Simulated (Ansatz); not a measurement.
## Nudged elastic band run: C$_{3}$H$_{7}$GeNO

The input (input.yaml):

```yaml
crystal:
  periodic: [false, false, false]
  atoms:
    - { symbol: C, position_ang: [-1.395126, -0.107665, 0.87936] }
    - { symbol: Ge, position_ang: [0.463911, 0.088853, 0.330144] }
    - { symbol: C, position_ang: [1.362047, -1.507397, -0.325059] }
    - { symbol: O, position_ang: [0.39532, 1.145767, -1.238984] }
    - { symbol: C, position_ang: [-0.376699, 2.172062, -1.258056] }
    - { symbol: "N", position_ang: [-1.091666, 3.111503, -1.290075] }
    - { symbol: H, position_ang: [-1.450088, -0.516228, 1.907582] }
    - { symbol: H, position_ang: [-1.930244, -0.78697, 0.188456] }
    - { symbol: H, position_ang: [-1.886509, 0.8855, 0.861348] }
    - { symbol: H, position_ang: [1.317224, 0.933342, 1.313399] }
    - { symbol: H, position_ang: [2.323914, -1.232107, -0.798433] }
    - { symbol: H, position_ang: [1.563416, -2.200375, 0.515605] }
    - { symbol: H, position_ang: [0.7251, -2.020986, -1.070486] }
basis:
  gaussian: { orbitals: def2-SVP }
hamiltonian:
  xc: pbe
  dispersion: d4
neb:
  order_check: false
  images: 9
  f_tol: 0.03
  max_iterations: 60
  initial_path: idpp
  spring: 0.1
  final_atoms:
    - { symbol: C, position_ang: [-1.31386126, -0.07524541, 0.9989723] }
    - { symbol: Ge, position_ang: [0.48868127, 0.11491105, 0.28408634] }
    - { symbol: C, position_ang: [1.35864186, -1.5042508, -0.35275615] }
    - { symbol: O, position_ang: [0.26834292, 1.07699472, -1.33112134] }
    - { symbol: C, position_ang: [-0.5237324, 2.08770472, -1.34352634] }
    - { symbol: "N", position_ang: [-1.25843401, 3.01212022, -1.3682397] }
    - { symbol: H, position_ang: [-1.27504223, -0.42490008, 2.04935987] }
    - { symbol: H, position_ang: [-1.8920764, -0.80023848, 0.3947231] }
    - { symbol: H, position_ang: [-1.82314059, 0.9084413, 0.96668791] }
    - { symbol: H, position_ang: [1.40523658, 1.02732313, 1.14182872] }
    - { symbol: H, position_ang: [1.63932202, -2.14541005, 0.50614612] }
    - { symbol: H, position_ang: [0.67244213, -2.06777814, -1.01359511] }
    - { symbol: H, position_ang: [2.27422011, -1.24437318, -0.91776473] }
```

Command:

```bash
$ ansatz run input.yaml --threads 2 --pin off --max-ram 3072MiB --backend cpu --events-out ev --progress --plain --runs-dir out
```

Output, in part (warnings, iteration lines, the closing report on the highest movable image, with atoms numbered from 0):

```
NEB end point (image 0): max|allowed force component| = 1.307e-2 eV/Å (the criterion of neb.relax_end_points is 1.000e-2)
NEB end point (image 10): max|allowed force component| = 4.178e-3 eV/Å (the criterion of neb.relax_end_points is 1.000e-2)
NEB iter   1: max|band force component| = 4.295e-1 eV/Å  barrier→ = 0.0440 eV  barrier← = 0.0440 eV  CI = image 5  Δτ_max = 0.0679 Å  (330 SCF iters)
NEB iter   2: max|band force component| = 1.892e-1 eV/Å  barrier→ = 0.0255 eV  barrier← = 0.0255 eV  CI = image 5  Δτ_max = 0.0255 Å  (289 SCF iters)
NEB iter   3: max|band force component| = 3.398e-2 eV/Å  barrier→ = 0.0237 eV  barrier← = 0.0237 eV  CI = image 5  Δτ_max = 0.0044 Å  (298 SCF iters)
NEB iter   4: max|band force component| = 1.954e-2 eV/Å  barrier→ = 0.0236 eV  barrier← = 0.0236 eV  CI = image 5  Δτ_max = 0.0000 Å  (500 SCF iters)
Total energy: -63251.78985680 eV, -2324.4604036344 hartree
Atom 0 at    -1.093429    -0.043270     1.242758 Å, force     0.000833    -0.000776    -0.002450 eV/Å
Atom 1 at     0.527005     0.166496     0.181217 Å, force    -0.001667     0.006161     0.015721 eV/Å
Atom 2 at     1.375052    -1.462835    -0.474555 Å, force     0.002767     0.002560     0.001142 eV/Å
Atom 3 at    -0.064562     0.945845    -1.440641 Å, force    -0.008893    -0.008226    -0.019500 eV/Å
Atom 4 at    -0.911126     1.910102    -1.392904 Å, force     0.011764     0.016408     0.014053 eV/Å
Atom 5 at    -1.695575     2.792350    -1.358289 Å, force    -0.005200    -0.006400    -0.005264 eV/Å
Atom 6 at    -0.833345    -0.286180     2.291946 Å, force     0.000151    -0.000402     0.000670 eV/Å
Atom 7 at    -1.722052    -0.853922     0.826965 Å, force    -0.002503    -0.000912    -0.000094 eV/Å
Atom 8 at    -1.667260     0.904548     1.225046 Å, force     0.000292    -0.000739     0.000410 eV/Å
Atom 9 at     1.509322     1.220077     0.757410 Å, force     0.000770     0.001770    -0.001157 eV/Å
Atom 10 at     2.465645    -1.447847    -0.290074 Å, force     0.001939    -0.003076    -0.000429 eV/Å
Atom 11 at     0.933789    -2.353675     0.011795 Å, force     0.000140    -0.004903     0.000531 eV/Å
Atom 12 at     1.197135    -1.526390    -1.565872 Å, force    -0.000393    -0.001465    -0.003632 eV/Å
Dipole moment:     0.595151    -0.982778     0.589702 e Å
```

The forces met the threshold. Another band between the same ends (9 images) ends at a top of the same energy, where a vibrational analysis finds 1 clearly imaginary mode.

Final band (atoms are numbered from 1 in the order of the input):

```tsv
image	path coordinate (Å)	energy (eV)	dihedral O4–Ge2–C3–H13 (°)
0	0.00	0.000	-65
1	0.35	0.002	-54
2	0.70	0.008	-42
3	1.06	0.015	-30
4	1.42	0.021	-18
5	1.79	0.024	-5
6	2.17	0.021	8
7	2.53	0.015	20
8	2.89	0.008	32
9	3.24	0.002	44
10	3.59	0.000	55
```

Run time: 100 s on 2 threads of Intel(R) Xeon(R) Platinum 8375C CPU @ 2.90GHz (Ice Lake) (shared host), peak memory 0.21 GiB.
